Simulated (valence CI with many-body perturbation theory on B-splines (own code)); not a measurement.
Which ion has this spectrum?

A relativistic CI+MBPT calculation for an atom or ion with 5 electrons gives these levels (× 10³ cm⁻¹):

| J | Parity | E | g |
| --- | --- | --- | --- |
| 1/2 | odd | 0.00 | 0.62 |
| 1/2 | even | 2037.0 | 2.04 |
| 3/2 | odd | 9772.0 | 1.30 |
| 3/2 | even | 11203 | 1.62 |
| 5/2 | even | 11523 | 1.31 |
| 1/2 | even | 12077 | 1.27 |
| 3/2 | even | 12093 | 0.97 |
| 3/2 | odd | 14213 | 1.32 |
| 5/2 | even | 21119 | 1.42 |
| 1/2 | even | 21956 | 1.92 |
| 3/2 | even | 21962 | 1.17 |
| 3/2 | odd | 23608 | 1.43 |
| 5/2 | odd | 23790 | 1.16 |
| 1/2 | odd | 24230 | 0.62 |

The energies are calculated, and their last digits are not significant.

Which is it?
A. W69+
B. Yb65+
C. Ta68+
D. Lu66+

D. Lu66+, ground level (2s^2 2p1/2) J=1/2.
